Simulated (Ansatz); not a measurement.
Ideal-gas functions of `C[S][Cd][NH2]` at 500 K and 1 bar, from an Ansatz frequency run at PBE0-D4/def2-TZVP.

Molar mass 175.54 g/mol, point group Cs (symmetry number 1), electronic degeneracy 1, moments of inertia 37.481, 334.675, 366.294 u Å². Harmonic wavenumbers (cm⁻¹, unscaled): 90, 98, 120, 131, 178, 347, 529, 602, 722, 787, 962, 976, 1348, 1473, 1477, 1557, 3064, 3149, 3154, 3527, 3622.

Use S(trans) = R[1.5 ln M + 2.5 ln T − 1.1517]; rotational temperatures θ = 24.2544 K / I; S(rot) = R[ln(√π/σ · √(T³/θAθBθC)) + 1.5]; for each mode x = 1.438777 ν̃/T, S = R[x/(eˣ − 1) − ln(1 − e⁻ˣ)] and H = RT x/(eˣ − 1); 1 cm⁻¹ = 0.0119627 kJ/mol; R = 8.31446 J/(mol·K).

**Question.** By hand: the entropy, in J/(mol·K).

**Answer.** Translation 184.1. Rotation: θ = 0.6471, 0.0725, 0.0662 K, giving 118.7. Vibration, mode by mode: 19.57, 18.87, 17.20, 16.48, 13.97, 8.66, 5.58, 4.71, 3.59, 3.09, 2.08, 2.02, 0.85, 0.64, 0.63, 0.52, 0.01, 0.01, 0.01, 0.00, 0.00, in all 118.5. Electronic 0.0. Sum 421.3 J/(mol·K).

**Question.** By hand: H − E and G − E in kJ/mol, counted from the electronic energy.

**Answer.** Zero-point energy ½ × 27913 × 0.0119627 = 167.0; thermal vibration 28.0; translation, rotation and pV give 4 RT = 16.6. H − E = 211.6 kJ/mol, and G − E = 211.6 − 500 × 421.3/1000 = 0.9 kJ/mol.

Vibration gives 28 % of the entropy, 72.1 J/(mol·K) of it from the modes under 150 cm⁻¹: soft modes count most, and the harmonic formula is weakest for them. The sum counts one conformer and one mirror image; others add a mixing term.
